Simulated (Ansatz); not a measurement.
Cl2F2MoO, SMILES `[O]=[Mo]([F])([F])([Cl])[Cl]`. Charge 0, multiplicity 1. Mo: def2 effective core potential. The geometry is a stationary point of PBE0-D4/def2-TZVP.

```xyz
6

O    -0.551    0.645   -1.496
Mo   -0.062   -0.033   -0.087
F    -1.537   -0.894    0.604
F     0.475   -1.745   -0.504
Cl    2.145    0.461    0.022
Cl   -0.470    1.567    1.461
```

Problem. What is the dipole moment at PBE/def2-TZVPP? (Estimate.)

Solution. Computed: 0.68 D, with components (0.35, 0.53, 0.24) D in this frame, pointing from negative to positive charge.

Problem. And with r2SCAN, B3LYP, ωB97M-V? (Best estimate.)

Solution. Computed: r2SCAN 0.70 D, B3LYP 0.87 D, ωB97M-V 0.71 D.

Problem. Give the Mulliken charges with PBE, ωB97M-V, B3LYP in def2-TZVPP. (Estimate.)

Solution. Computed: 
```
atom    PBE  ωB97M-V  B3LYP
  O1  -0.34    -0.36  -0.38
 Mo2   1.26     1.35   1.45
  F3  -0.29    -0.33  -0.34
  F4  -0.29    -0.33  -0.34
 Cl5  -0.18    -0.16  -0.20
 Cl6  -0.18    -0.16  -0.20
```

B3LYP here is the variant with VWN-RPA as its local correlation; programs differ in this.
